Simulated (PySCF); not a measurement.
**Circular dichroism and optical rotation of `CB(C)C(F)=C=CF`, C5H7BF2**

Computed, not measured: PySCF 2.14.0, TDDFT CAM-B3LYP/def2-SVPD circular dichroism and optical rotation, one conformer, gas phase. Geometry: GFN2-xTB.

Input:
```
{"job": {"kind": "ecd", "xc": "CAM-B3LYP", "basis": "def2-SVPD", "nstates": 16}, "charge": 0, "multiplicity": 1}
C     -0.787571     1.286890     0.532056
B     -0.727174    -0.199952     0.033205
C     -2.001936    -1.102095    -0.115079
C      0.659389    -0.839926    -0.314701
F      0.670933    -2.158352    -0.669225
C      1.803576    -0.203268    -0.281132
C      2.890251     0.499343    -0.201698
F      3.380267     1.217341    -1.231365
H      0.103216     1.867715     0.309283
H     -0.905786     1.291382     1.616363
H     -1.651308     1.818598     0.139185
H     -2.148695    -1.366085    -1.163351
H     -1.875627    -2.053355     0.401518
H     -2.920009    -0.640851     0.239054
H      3.506060     0.590604     0.683976
```
Coordinates are in Å.

Command: `OMP_NUM_THREADS=1 python excited_run.py task.json out`

Show the output.

H and L stand for HOMO and LUMO.
```
coarse grid: 13032 points
cycle   1  E = -418.5899046458  dE =  1.075e+00  |g| = 6.561e-01  |ddm| = 8.568e+00
cycle   2  E = -418.5818374048  dE =  8.067e-03  |g| = 7.605e-01  |ddm| = 1.785e+00
cycle   3  E = -418.6805156527  dE = -9.868e-02  |g| = 8.488e-02  |ddm| = 8.446e-01
cycle   4  E = -418.6816041650  dE = -1.089e-03  |g| = 3.803e-02  |ddm| = 1.652e-01
cycle   5  E = -418.6819236775  dE = -3.195e-04  |g| = 1.044e-02  |ddm| = 7.337e-02
cycle   6  E = -418.6819466802  dE = -2.300e-05  |g| = 3.092e-03  |ddm| = 2.542e-02
cycle   7  E = -418.6819495682  dE = -2.888e-06  |g| = 7.511e-04  |ddm| = 7.860e-03
final grid: 128064 points
cycle   8  E = -418.7506866256  dE = -4.162e-05  |g| = 5.221e-03  |ddm| = 1.463e-01
cycle   9  E = -418.7506860112  dE =  6.144e-07  |g| = 5.923e-03  |ddm| = 1.923e-02
cycle  10  E = -418.7506921172  dE = -6.106e-06  |g| = 6.666e-04  |ddm| = 5.936e-03
cycle  11  E = -418.7506921954  dE = -7.826e-08  |g| = 1.735e-04  |ddm| = 1.174e-03
cycle  12  E = -418.7506922021  dE = -6.641e-09  |g| = 6.632e-05  |ddm| = 4.635e-04
cycle  13  E = -418.7506922032  dE = -1.120e-09  |g| = 1.169e-05  |ddm| = 1.662e-04
cycle  14  E = -418.7506922033  dE = -5.616e-11  |g| = 5.941e-06  |ddm| = 4.473e-05
converged SCF energy = -418.7506922033

Singlet excitations and rotatory strengths (1e-40 esu^2 cm^2)
state   eV       nm     f(len)   f(vel)    R(len)    R(vel)   main configurations
  1   4.5927   270.0  0.00029  0.00021    -1.084    -1.286   H->L 0.95
  2   5.8184   213.1  0.26087  0.25688    61.103    60.503   H-1->L 0.89
  3   5.9252   209.2  0.02154  0.02102   -87.271   -85.925   H-2->L 0.85
  4   6.0006   206.6  0.00377  0.00334     9.142     9.560   H-1->L+1 0.69, H-1->L+2 0.17
  5   6.1718   200.9  0.00046  0.00035     4.051     3.844   H-3->L 0.88
  6   7.2341   171.4  0.41612  0.41065    -9.680    -8.301   H->L+1 0.82
  7   7.7440   160.1  0.09348  0.09529    15.626    13.563   H->L+2 0.58, H->L+3 0.31
  8   7.8597   157.7  0.02249  0.02758    17.968    17.228   H-1->L+2 0.65, H-1->L+1 0.17
  9   8.1276   152.5  0.02015  0.02077    -3.620    -1.381   H-5->L 0.44, H->L+5 0.23, H->L+2 0.08
 10   8.3242   148.9  0.01271  0.01311    19.483    18.960   H-6->L 0.34, H-4->L 0.23, H-3->L+1 0.20
 11   8.3526   148.4  0.00223  0.00258     0.545     0.736   H-3->L+1 0.33, H-6->L 0.22, H-5->L 0.11
 12   8.4085   147.5  0.03213  0.03027   -25.402   -24.700   H-3->L+1 0.20, H-4->L 0.18, H->L+5 0.17
 13   8.4488   146.7  0.12299  0.12207   -34.331   -33.197   H-4->L 0.42, H->L+3 0.12, H-5->L 0.12
 14   8.5146   145.6  0.03772  0.03957    -6.888    -7.320   H-2->L+1 0.68, H->L+5 0.10
 15   8.6207   143.8  0.03090  0.03359     9.030     9.334   H->L+5 0.24, H->L+3 0.19, H->L+6 0.13
 16   8.7542   141.6  0.10539  0.10352   -23.277   -23.236   H-1->L+3 0.65, H-2->L+2 0.16

Specific rotation (deg / (dm g/mL))
    nm     length   length(OI)   velocity    alpha(len)  alpha(vel)
  633.0     -58.44     -56.31     -54.60       81.949     81.708
  589.3     -69.49     -67.04     -64.97       82.393     82.149
  546.0     -84.10     -81.24     -78.69       82.955     82.708
  436.0    -155.34    -150.81    -146.04       85.388     85.125
  405.0    -194.69    -189.41    -183.63       86.557     86.287
  365.0    -277.00    -270.35    -263.32       88.700     88.415
  355.0    -307.28    -300.17    -293.02       89.402     89.111
```

No stereocentre is labelled: unless the shape is locked (an allene, a helicene, a hindered biaryl), the mirror image is equally populated and a measured rotation or CD is zero.

It took 80 s wall time on 1 thread of an Intel Xeon 6975P-C, shared host, peak memory 1 GiB.
